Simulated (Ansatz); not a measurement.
Results of the Gaussian-basis code of Ansatz.

A structure relaxed at PBE0-D4/def2-TZVP, charge 0, multiplicity 1:

```xyz
9

O    -1.237   -1.359    0.778
B     0.083   -1.462    1.032
F     0.459   -2.479    1.798
S     1.451   -0.390    0.468
Sn    0.377    1.303   -0.856
H    -1.490   -0.618    0.220
H     0.663    2.816   -0.136
H     0.999    1.226   -2.437
H    -1.305    0.963   -0.867
```

Task: Give its formula and SMILES.

Result: BFH4OSSn, `OB(F)[S][SnH3]`.

Task: Point group (tolerance 0.08 Å, 0.16 Å for H)?

Result: Cs.

Task: Summarise the bond lengths by kind.

Result: 1 × B–O 1.348 Å; 1 × H–O 0.962 Å; 1 × B–F 1.327 Å; 1 × B–S 1.828 Å; 1 × S–Sn 2.403 Å; 3 × H–Sn 1.700 to 1.715 Å.
